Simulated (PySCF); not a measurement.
## [Nd(H2O)3]3+: from a saddle point downhill

PySCF 2.14.0, RKS PBE0, Nd lcecp-1-SVP with ECP49, O def2-SVP, H def2-SVP; non-relativistic Hamiltonian with scalar-relativistic core potentials where named; density fitting; no spin-orbit coupling. Relaxed within the symmetry of its start, the geometry (D3h) is

```xyz
10

Nd    0.0000    0.0000    0.0000
O     2.3382    0.0000    0.0000
H     2.9548    0.0000    0.7705
H     2.9548    0.0000   -0.7705
O    -1.1691    2.0249    0.0000
H    -1.4774    2.5589    0.7705
H    -1.4774    2.5589   -0.7705
O    -1.1691   -2.0249    0.0000
H    -1.4774   -2.5589    0.7705
H    -1.4774   -2.5589   -0.7705
```

and its lowest harmonic modes are -198, -182, -182, -52, 51, 51 cm⁻¹ (negative: unstable). It was moved along the lowest mode and relaxed again, within the group D3 that the move left.

Task: Where does it end, and how much lower?

Result: In D3, nearly planar, 0.143 eV lower, after 28 steps:
```xyz
10

Nd    0.0000    0.0000    0.0000
O     2.3218    0.0000    0.0000
H     2.9376    0.7691    0.0659
H     2.9376   -0.7691   -0.0659
O    -1.1609    2.0107    0.0000
H    -2.1349    2.1595    0.0659
H    -0.8028    2.9286   -0.0659
O    -1.1609   -2.0107    0.0000
H    -0.8027   -2.9286    0.0659
H    -2.1348   -2.1595   -0.0659
```

Task: How do the contacts change?

Result: 
| contact | saddle (Å) | end (Å) |
| --- | --- | --- |
| Nd1–O2 (H2O) | 2.338 | 2.322 |
| Nd1–O5 (H2O) | 2.338 | 2.322 |
| Nd1–O8 (H2O) | 2.338 | 2.322 |


Task: Is the end a minimum?

Result: Yes, as far as the noise of the softest modes lets one tell (those above −25 cm⁻¹ count as noise); lowest modes -14, 78, 78, 86, 122, 122 cm⁻¹.

An lcecp potential fixes the number of 4f electrons, so in runs with it no electron can move into or out of that shell.

State: singlet in the valence, with the 4f electrons in the core potential.
